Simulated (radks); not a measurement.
Values are calculated unless marked as measured or tabulated.
Fractional charge and spin in the 2s shell of oxygen: the spin-up occupation runs from 0 to 1 and the spin-down occupation from 0 to 1; the fullest corner is O+, [He] 2p(up 1.5, down 1.5) 2s(up 1, down 1). Code: a radial shooting solver on a logarithmic mesh with Libxc functionals. Model: non-relativistic Kohn-Sham, PBE, spin-polarised, spherical densities, point nucleus. Energy (eV) minus the two flat planes that join the four corners (they meet along the diagonal where the two added fractions sum to one electron); zero is where a piecewise linear energy would lie.

| down \ up | 0 | 0.25 | 0.5 | 0.75 | 1 |
|---|---|---|---|---|---|
| 0 | 0.000 | -1.775 | -2.362 | -1.766 | 0.000 |
| 0.25 | -1.775 | -2.177 | -1.418 | 0.495 | -1.598 |
| 0.5 | -2.362 | -1.418 | 0.659 | -1.286 | -2.121 |
| 0.75 | -1.766 | 0.495 | -1.286 | -1.973 | -1.583 |
| 1 | 0.000 | -1.598 | -2.121 | -1.583 | 0.000 |

Corners above the fullest one (they belong to O2+ and the next ion): (up 1, down 0) 48.002 eV, (up 0, down 1) 48.002 eV, (up 0, down 0) 116.59 eV. With half an added electron in each spin the energy lies 0.659 eV from the planes, and with half an added electron in spin up alone -2.362 eV. The planes are only a guide here: the flat-plane condition holds for ground states with one frontier orbital, while this shell lies below other occupied shells, so the corners above the fullest one are inner-hole states and not the ground states of those ions.
